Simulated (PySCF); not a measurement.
# [Er(O2)2]− relaxed at several levels

Computed with PySCF 2.14.0, def2-SVP on the ligands, density fitting, scalar-relativistic core potentials, no spin-orbit coupling, vacuum. Each row is relaxed at its own level from the same template. Distances are means of the shortest metal–ligand contacts, charges and spins Mulliken's. lcecp potentials hold a fixed number of 4f electrons in the core, out of states, spins and gaps.

| level | basis on the metal | point group | M–O2 (Å) | charge on M (e) | strongest infrared band, degenerate modes summed (cm⁻¹) | unstable modes (below −25 cm⁻¹) |
| --- | --- | --- | --- | --- | --- | --- |
| BP86 | lcecp-1-SVP with ECP57 | D2d | 2.118 | 0.61 | 483 | 0 |

What does the calculation give for r2SCAN, lcecp-1-SVP with ECP57?

point group: D2d, M–O2 (Å): 2.109, charge on M (e): 0.80, unstable modes (below −25 cm⁻¹): not given.
```xyz
5

Er    0.0000    0.0000    0.0000
O     0.5385    0.5385    1.9666
O    -0.5385   -0.5385    1.9666
O     0.5385   -0.5385   -1.9666
O    -0.5385    0.5385   -1.9666
```

One start shape was tried for each, so a minimum needn't be the lowest isomer.
